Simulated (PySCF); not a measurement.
ReO₄, SMILES [O]=[Re-](=[O])(=[O])=[O], charge -1, multiplicity 1. Geometry: PBE-D3(BJ)/def2-SVPD. The multiplicity is an assumed one; other spin states were not compared. The isomer is the one that the SMILES or the coordinates give; other isomers of the formula were not compared. The def2 effective core potentials stand for the cores of Re; spin–orbit coupling is left out.

The numbers are results of PBE-D3(BJ)/def2-SVPD run with PySCF 2.14.0, not measurements.

Harmonic wavenumbers (cm⁻¹): 311, 311, 311, 319, 319, 890, 890, 890, 933. Rotational constants (GHz): 3.842, 3.842, 3.842; symmetry number 12.

Problem. Work out the zero-point energy and the ideal-gas rigid-rotor harmonic-oscillator thermochemistry at 298.15 K and 1 atm.

Solution. ZPE = ½ Σ hcν = ½ × 5174 cm⁻¹ = 7.40 kcal/mol. H − E(el) = 11.17 kcal/mol. Entropy in cal/(mol K): translation 42.45, rotation 21.20, vibration 7.26, total 70.92. G − E(el) = -9.98 kcal/mol. Cp = 18.18 cal/(mol K).
